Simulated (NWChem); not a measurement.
Species: H$_{3}$S$_{2}$ cation; SMILES S[SH2+]

Results from NWChem. Structure relaxed at the B3LYP/6-31G* (spherical d) level. Level: PBE0/def2-SVP with SMD (1 M gas to 1 M solution), gas-phase geometry. Reactions with the solvent are ignored.

Problem. Estimate the computed values for solvent 1-propanol. Quantities: solvation free energy (kcal/mol); cavity-dispersion-structure term (kcal/mol).

Solution. 
```yaml
solvation free energy (kcal/mol): -62.5
cavity-dispersion-structure term (kcal/mol): -1.6
```
